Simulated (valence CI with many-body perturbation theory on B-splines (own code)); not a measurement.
Energy levels of S⁺

Computed by valence CI with perturbative core correlation (CI+MBPT): five valence electrons over a frozen Dirac-Fock core [Ne], radial functions for each j: 9 s, 9 p, 8 d, 6 f, 3 g, 1 h, with the one-electron correlation potential Σ1 (screened to all orders), the two-electron term Σ2, the three-electron term Σ3, Breit, model QED; selected single and double excitations, second order for the rest, scaled by the run's own slope (own B-spline code, finite nucleus).

Set against measurement, 50 paired levels are off by 81 cm⁻¹ on average, the worst by 269. Among the levels kept, up to 1700 cm⁻¹ of a level comes from second order outside the variational space, and about a tenth of that is noise between levels of different J, which matters for small intervals.

Levels 46 to 51 of 51, with energies above the lowest level, 3s2 3p3 4S°_3/2. "Leading %" is the weight of the configuration and term that name the level; weights of strongly mixed levels are sums over their largest components and can fall short. Lifetimes count E1, E2, E3, M1 and M2 decay at the calculated energies, and are blank where another channel may lead or the interval is too uncertain; long ones can be off by a factor of two.

```csv
No.,Configuration,Term,J,E (cm⁻¹),Leading %,Lifetime,Second component
46,3s2 3p2 4p,2D°,5/2,131171,87,11.1 ns,4 % 3s2 3p2 4p 4P°
47,3s2 3p2 4p,2P°,1/2,133248,90,8.00 ns,
48,3s2 3p2 4p,2P°,3/2,133389,90,7.94 ns,
49,3s2 3p2 3d,2D,3/2,133617,84,399 ps,
50,3s2 3p2 3d,2D,5/2,134069,84,368 ps,
51,3s2 3p2 4s,2S,1/2,136512,84,345 ps,
```
